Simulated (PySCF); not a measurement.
SMILES N[SiH](F)Br (H₃BrFNSi), B3LYP/def2-SVP optimised geometry.

```
7

Si    -0.77    -0.65     0.00
N      0.93    -0.65     0.00
F     -1.44    -1.33    -1.32
Br    -1.47     1.47     0.00
H     -1.29    -1.40     1.16
H      1.46    -1.47     0.27
H      1.47     0.01    -0.55
```

Density from B3LYP/def2-TZVP (PySCF) at that geometry.

Minimum of the electron density along straight lines between bonded atoms, close to the bond critical point (lines longer than 1.1 times the sum of covalent radii, or with two minima, are not listed):

| bond | length / Å | ρ at the minimum / e bohr⁻³ | ∇²ρ there / e bohr⁻⁵ | position (fraction from the first atom) |
|---|---|---|---|---|
| Si1–N2 | 1.702 | 0.140 | 0.59 | 0.40 |
| Si1–F3 | 1.627 | 0.131 | 0.86 | 0.42 |
| Si1–Br4 | 2.229 | 0.091 | 0.05 | 0.35 |
| Si1–H5 | 1.476 | 0.129 | 0.12 | 0.49 |
| N2–H6 | 1.015 | 0.330 | -1.59 | 0.74 |
| N2–H7 | 1.015 | 0.331 | -1.61 | 0.74 |
